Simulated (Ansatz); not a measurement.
Q: Predict a relaxed structure of GaI3, charge 0, singlet, at r2SCAN-D4/def2-SVP (Ansatz).

A: 
```xyz
4

Ga    0.000    0.000    0.000
I     1.088    0.390   -2.188
I     1.165   -1.313    1.744
I    -2.253    0.923    0.444
```
Point group D3h (tolerance 0.1 Å). This is one stationary point.

In the def2 sets I takes a core potential; there is no spin–orbit coupling.
